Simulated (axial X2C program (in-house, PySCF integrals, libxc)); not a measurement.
**Potential curves of MoSe⁻, two-component**

All values were computed with an in-house relativistic program for diatomic molecules. Two-component (2c) means X2C with spin–orbit coupling and atomic mean-field two-electron Coulomb and Gaunt terms. Basis: Mo dyall-acv3z [12s13p10d5f3g], Se dyall-acv3z [9s10p7d5f1g] (cores contracted in-house); Gaussian nuclei, density fitting, unrestricted open shells. Masses: Mo 97.905 u, Se 79.917 u.

State: Ω = 5/2 (⟨Sz⟩ = 2.50, ⟨Lz⟩ = 0.00 at PBE0). Energies in eV from the fragments at the same level (Mo + Se-). Fits are polynomials in 1 − R0/R over 0.85 to 1.23 times the lowest point R0.

| R (Å) | PBE0 |
| --- | --- |
| 2.0488 | -1.6686 |
| 2.1431 | -2.2692 |
| 2.2137 | -2.5218 |
| 2.2843 | -2.6499 |
| 2.3550 | -2.6845 |
| 2.4374 | -2.6385 |
| 2.5198 | -2.5280 |
| 2.6258 | -2.3274 |
| 2.7553 | -2.0408 |
| 2.9438 | -1.6235 |

The state is a single determinant with fixed occupations, the lowest that a limited PBE0 search found. Dissociation energies refer to the lowest single-determinant-based atoms at the same level and basis. Density functionals use the spin component along the axis (collinear). Other states lie close and PBE0, whose exact exchange favours high spin, may order them wrongly; the determinant shown need not be the ground state. The nearest other 2c determinant of the search, Ω = 3/2, lies 0.58 eV up at the distance of the search. Without a current term, density functionals place determinants with orbital angular momentum somewhat too high. With several unpaired electrons one determinant need not be a pure state. The highest occupied level of some functionals is positive through self-interaction error; at Hartree–Fock it is bound. This is the top spin component of a Σ state; components of lower Ω are not single determinants and can lie lower. The determinant is spin-polarised beyond a pure state at some levels (its spin-free form has ⟨S²⟩ too high), which makes Re and μ there less reliable.

Q: Fit the PBE0 curve near its minimum: give the equilibrium distance, the harmonic wavenumber and the well depth.

A: At PBE0, 2c: Re = 2.351 Å, ωe ≈ 295 cm⁻¹, De = 2.68 eV to Mo + Se-; Be follows as 0.0693 cm⁻¹.
